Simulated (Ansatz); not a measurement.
Job for Ansatz (an electronic-structure program): R-CCSD(T)/def2-TZVPPD on ClGeH5 (a complex), monomers drawn apart or pushed together. Files ending in .json are basis or fitting sets from the Basis Set Exchange. The run froze 19 orbitals, filled d shells among them.

Ansatz 0.2 input:
```yaml
crystal:
  periodic: [false, false, false]
  atoms:
    - {symbol: Cl, position_ang: [-0.83989672, 0.82487983, -0.48125102]}
    - {symbol: H, position_ang: [-1.07725066, 0.21030440, 0.62237952]}
    - {symbol: Ge, position_ang: [0.29231888, -0.14587809, 3.66438008]}
    - {symbol: H, position_ang: [0.26462767, 1.37763509, 3.83615318]}
    - {symbol: H, position_ang: [-0.91427759, -0.56959810, 2.80125809]}
    - {symbol: H, position_ang: [0.17729052, -0.83822867, 5.02851811]}
    - {symbol: H, position_ang: [1.58155972, -0.57712244, 2.95501997]}
basis:
  gaussian:
    orbitals: def2-TZVPPD.json
magnetization: {spin_polarized: false}
correlation: {method: ccsd_t, electrons: outside_noble_gas}
scf: {lower_state_search: off}
```

It printed:

```
WARN ansatz: RAYON_NUM_THREADS=1 ignored (pool sized by the plan → 1); use --threads N
Functional definition: HF
these checks for a lower state are left out or cut short: stability, starts, cluster_reference, orbital_swaps, neighbouring_geometries, increment
integrals: 0.68 GiB planned
1076 factors; integrals over basis functions are off by at most 9.5e-4 eV
mean field: 0.57 GiB planned
mean field evaluation 1: about -69055.4391 eV, gradient 1.5e1 eV
mean field evaluation 2: about -69055.4784 eV, gradient 1.5e1 eV
mean field evaluation 4: about -69056.4663 eV, gradient 2.3e0 eV
mean field evaluation 8: about -69056.4852 eV, gradient 2.1e-1 eV
mean field -69056.48536857 eV, -2537.7790291280 hartree, gradient 1.1e-6 eV, S^2 0.000000; 0 other end points of the search recorded, 0 dependent functions left out
19 core orbitals not correlated
reference -69056.48536857 eV, -2537.7790291280 hartree; 8, 8 occupied and 163, 163 virtual orbitals, 1076 factors
second order -9.42851896 eV of doubles, -0.00000000 eV of singles
coupled cluster: 1.69 GiB planned
cycle   1  -10.39486093 eV  change   -9.7e-1 eV  update   6.7e-2
cycle   2  -10.74161143 eV  change   -3.5e-1 eV  update   2.2e-2
cycle   3  -10.75450436 eV  change   -1.3e-2 eV  update   5.2e-3
cycle   4  -10.75209169 eV  change    2.4e-3 eV  update   1.7e-3
cycle   5  -10.75162834 eV  change    4.6e-4 eV  update   4.6e-4
cycle   6  -10.75155664 eV  change    7.2e-5 eV  update   1.3e-4
cycle   7  -10.75157401 eV  change   -1.7e-5 eV  update   3.6e-5
cycle   8  -10.75158149 eV  change   -7.5e-6 eV  update   1.1e-5
perturbative correction -0.33496649 eV, -0.0123097916 hartree
Total energy: -69067.57191655 eV, -2538.1864522515 hartree
Checks for a lower state left out: stability, starts, cluster_reference, orbital_swaps, neighbouring_geometries, increment
```

The calculation finished and met its thresholds.

Cost: about 15 core-seconds (a rough figure).
